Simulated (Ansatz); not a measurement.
`[F][InH][SeH]` + `CC(C)[NH][In]([Cl])[Cl]` → `CC(C)[NH][InH][F]` + `[Cl][In]([Cl])[SeH]`  (redistribution)

Computed with Ansatz on PBE0-D4/def2-TZVP structures; ΔE is electronic, products minus reactants. CCSD(T)/CBS is the MP2 limit (def2-TZVPP, def2-QZVPP) plus CCSD(T) − MP2 in def2-TZVPP, frozen cores. DFT in def2-TZVPP. B3LYP here is the variant with VWN-RPA as its local correlation; programs differ in this. def2 core potentials past Kr. For In, Se outer-core shells are correlated without core-valence functions, which leaves a few kJ/mol of doubt a bond. Scalar relativity is left out up to krypton. Each species was taken in one conformer, which may not be the lowest.

Problem. Is it downhill or uphill in electronic energy at CCSD(T)/CBS, and by how much? (An estimate is asked.)

Solution. Computed: Nearly level: ΔE = -1.8 kJ/mol.

Problem. What do these levels give: PBE-D4, B3LYP-D4, ωB97X-V, B2PLYP, PBE, HF/def2-TZVPP, MP2/def2-TZVPP, CCSD/def2-TZVPP, CCSD(T)/def2-TZVPP, SCS-MP2/def2-QZVPP, MP2/CBS(def2), CCSD/CBS(def2)? (Estimate.)

Solution. The calculation gave: PBE-D4 0.1, B3LYP-D4 -1.4, ωB97X-V -0.6, B2PLYP -2.6, PBE -1.4, HF/def2-TZVPP -3.4, MP2/def2-TZVPP -1.7, CCSD/def2-TZVPP -1.5, CCSD(T)/def2-TZVPP -0.5, SCS-MP2/def2-QZVPP -2.6, MP2/CBS(def2) -3.1, CCSD/CBS(def2) -2.9 kJ/mol.

Largest T1 diagnostic among the species: 0.015.
